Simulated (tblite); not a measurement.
C₅H₁₀AsB.
Numbering: `[BH2:1][AsH:2][C@@H:3]([CH3:4])[CH2:5][C:6]#[CH:7]` (hydrogens: H8, H9 on B1; H10 on As2; H11 on C3; H12, H13, H14 on C4; H15, H16 on C5; H17 on C7)

Computed with GFN2-xTB (tblite), gas phase: L-BFGS steps from a force-field or distance-geometry start until the largest atomic force falls under 0.01 eV/Å.

The end geometry, which sets the zero of energy:
```
atom  x, y, z in Å
B1     -2.5113    1.4185    0.4228
As2    -2.1590   -0.4903    0.0652
C3     -0.1693   -0.4980    0.3799
C4      0.4257   -1.8683    0.0760
C5      0.5212    0.5917   -0.4470
C6      1.9331    0.6859   -0.1394
C7      3.0933    0.7492    0.1484
H8     -3.2602    2.0484   -0.2208
H9     -2.0621    1.9232    1.3830
H10    -2.0749   -0.3839   -1.4394
H11    -0.0246   -0.2762    1.4447
H12    -0.0454   -2.6330    0.6946
H13     1.4988   -1.8747    0.2668
H14     0.2603   -2.1269   -0.9709
H15     0.0530    1.5642   -0.2482
H16     0.4019    0.3696   -1.5147
H17     4.1126    0.8126    0.3879
```

Question: These geometries come from the run, each turned onto the end geometry. Order them by energy, lowest first.
A.
```
atom  x, y, z in Å
B1     -2.8556    1.3298    0.5184
As2    -2.1090   -0.4708    0.0455
C3     -0.1057   -0.3615    0.3171
C4      0.4442   -1.7771    0.1124
C5      0.6828    0.6430   -0.5237
C6      2.0814    0.5833   -0.1606
C7      3.2420    0.5005    0.1231
H8     -4.0046    1.3772    0.7600
H9     -2.2523    2.3332    0.5855
H10    -2.0399   -0.1427   -1.4352
H11    -0.0094   -0.0927    1.3764
H12    -0.3000   -2.5402    0.3701
H13     1.3346   -1.9492    0.7160
H14     0.7070   -1.9387   -0.9334
H15     0.3359    1.6716   -0.3727
H16     0.5868    0.4168   -1.5896
H17     4.2548    0.4297    0.3795
```
B.
```
atom  x, y, z in Å
B1     -2.5798    1.3874    0.4377
As2    -2.1532   -0.4737   -0.0496
C3     -0.1717   -0.4733    0.3556
C4      0.4339   -1.8533    0.1160
C5      0.5477    0.6043   -0.4675
C6      1.9596    0.6825   -0.1503
C7      3.1248    0.6978    0.1241
H8     -3.4140    2.0254   -0.0841
H9     -2.0867    1.8340    1.4068
H10    -2.0076   -0.2921   -1.5431
H11    -0.0803   -0.2257    1.4225
H12    -0.0186   -2.5728    0.7969
H13     1.5090   -1.8527    0.2931
H14     0.2521   -2.1711   -0.9116
H15     0.0931    1.5843   -0.2760
H16     0.4377    0.3904   -1.5398
H17     4.1474    0.7207    0.3581
```
C.
```
atom  x, y, z in Å
B1     -2.6358    1.3368    0.4692
As2    -2.1426   -0.5049   -0.0788
C3     -0.1870   -0.4617    0.3427
C4      0.4757   -1.8230    0.1391
C5      0.5513    0.6125   -0.4648
C6      1.9726    0.6224   -0.1752
C7      3.1321    0.5880    0.1229
H8     -3.7457    1.6555    0.2752
H9     -1.9056    2.1245    0.9489
H10    -2.0409   -0.0113   -1.5258
H11    -0.1308   -0.2144    1.4084
H12    -0.0586   -2.6039    0.6883
H13     1.5126   -1.8137    0.4768
H14     0.4959   -2.0582   -0.9243
H15     0.1412    1.6104   -0.2598
H16     0.4079    0.3943   -1.5310
H17     4.1510    0.5587    0.3770
```
D.
```
atom  x, y, z in Å
B1     -2.5664    1.3830    0.4544
As2    -2.1502   -0.4820   -0.0158
C3     -0.1695   -0.4718    0.3542
C4      0.4270   -1.8536    0.1085
C5      0.5481    0.6009   -0.4724
C6      1.9591    0.6728   -0.1522
C7      3.1219    0.7066    0.1299
H8     -3.3339    2.0197   -0.1569
H9     -2.1407    1.8394    1.4479
H10    -2.0398   -0.2867   -1.5084
H11    -0.0539   -0.2219    1.4163
H12    -0.0328   -2.5841    0.7758
H13     1.5028   -1.8476    0.2830
H14     0.2459   -2.1716   -0.9200
H15     0.0932    1.5809   -0.2798
H16     0.4390    0.3786   -1.5412
H17     4.1431    0.7492    0.3656
```
E.
```
atom  x, y, z in Å
B1     -2.5862    1.3924    0.4302
As2    -2.1464   -0.4683   -0.0743
C3     -0.1796   -0.4696    0.3544
C4      0.4381   -1.8471    0.1257
C5      0.5423    0.6058   -0.4612
C6      1.9546    0.6655   -0.1526
C7      3.1187    0.6670    0.1260
H8     -3.5040    1.9792   -0.0075
H9     -2.0193    1.8753    1.3357
H10    -1.9790   -0.2585   -1.5621
H11    -0.0899   -0.2189    1.4182
H12    -0.0138   -2.5933    0.7848
H13     1.5114   -1.8220    0.3152
H14     0.2895   -2.1680   -0.9079
H15     0.0943    1.5884   -0.2636
H16     0.4206    0.3848   -1.5275
H17     4.1416    0.6992    0.3551
```

Answer: D (0.005 eV), B (0.015 eV), E (0.026 eV), C (0.130 eV), A (0.317 eV).

In the order of the answer:

```tsv
step	E above end (eV)	largest force (eV/Å)	rms force component (eV/Å)	rms distance from end (Å)	rms bond change (Å)	bond most changed (Å)
62	0.005	0.05	0.014	0.074	0.002	B1–As2 -0.006
51	0.015	0.11	0.039	0.093	0.003	As2–C3 +0.008
47	0.026	0.13	0.038	0.120	0.002	B1–As2 +0.004
33	0.130	0.26	0.092	0.280	0.007	As2–H10 +0.022
13	0.317	0.33	0.109	0.497	0.009	B1–As2 +0.032
```

What follows is the cost of the whole relaxation. Time: 1.2 s wall. Hardware: one thread of an Arm Neoverse N1 (shared host).
